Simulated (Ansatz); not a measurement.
Basis sets compared for Na6Au⁺. Charge 1, multiplicity 1. Geometry PBE-D4/def2-SVP. Ansatz on 4 threads of Arm Neoverse N1 on a shared host; times are rough, and most runs start from earlier orbitals.

| atom | x (Å) | y (Å) | z (Å) |
| --- | --- | --- | --- |
| Au1 | -1.7077 | 0.1574 | 1.1994 |
| Na2 | 0.0335 | -1.5625 | 2.7840 |
| Na3 | -2.3129 | 1.9524 | -1.0134 |
| Na4 | 0.9574 | 1.1397 | 0.4822 |
| Na5 | 2.8947 | -1.8845 | 0.6288 |
| Na6 | -0.4679 | -1.3671 | -0.9968 |
| Na7 | 0.6030 | 1.5646 | -3.0842 |

In the def2 sets Au takes a core potential; there is no spin–orbit coupling. The restricted singlet is unstable towards broken spin symmetry in Hartree–Fock (as tested in another run); at PBE-D4/def2-SVP, PBE-D4/def2-TZVP, PBE0-D4/def2-SVP, PBE0-D4/def2-TZVP this wasn't settled. No other spin state of charge 1 was run. Another isomer (singlet) lies 0.05 eV lower at PBE0-D4/def2-TZVP; other spin states weren't run for this one.

```tsv
level	functions	energy (Eh)	HOMO (eV)	LUMO (eV)	wall time
PBE-D4/def2-SVP	122	-1108.4581	-6.25	-5.20	4.1 s
PBE0-D4/def2-SVP	122	-1108.4912	-6.65	-4.66	7.5 s
```

Problem. Estimate the rows for PBE-D4/def2-TZVP (with forces), PBE0-D4/def2-TZVP.

Solution. 
```
                         level  functions  energy (Eh)  HOMO (eV)  LUMO (eV)  wall time
PBE-D4/def2-TZVP (with forces)        232   -1108.8220      -6.30      -5.24        9 s
             PBE0-D4/def2-TZVP        232   -1108.8511      -6.69      -4.69       12 s
```
